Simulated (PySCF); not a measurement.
Dipole response of B²⁺ (boron, charge +2)

[He] 2s1, 2S determinant. Computed with PySCF 2.14 in dyall-av2z (11s7p2d, 42 functions), with the non-relativistic Hamiltonian (point nucleus). Coupled (time-dependent) response in atomic units; α is the mean over directions. A double-zeta set is small for polarisabilities.

```tsv
method	mean α (bohr³)	C₆ (like pair)	S(−4)
UHF	7.968	11.21	156.8
PBE	7.057	9.406	122.9
PBE0	7.264	9.807	130.2
LC-wPBE	7.296	9.870	131.3
BHandHLYP	7.227	9.655	130.9
```

S(−4) is the Cauchy moment in α(ω) = α(0) + S(−4) ω² + …

α(iu) at UHF:

| u (hartree) | α(iu) (bohr³) |
| --- | --- |
| 0 | 7.968 |
| 0.0500 | 7.595 |
| 0.100 | 6.667 |
| 0.200 | 4.521 |
| 0.300 | 3.002 |
| 0.500 | 1.535 |
| 0.750 | 0.8514 |
| 1.00 | 0.5548 |
| 1.50 | 0.3009 |
| 2.00 | 0.1944 |
| 3.00 | 0.1056 |
| 5.00 | 0.05015 |

A single London oscillator, α(iu) = α/(1 + u²/ω²), gives C₆ = (3/4) ω α². Matching the computed C₆ needs ω = 4 × 11.21 / (3 × 7.968²) = 0.235 hartree.

For an ion, C₆ is the dispersion term alone; charge-induced terms of lower order in 1/R come first.
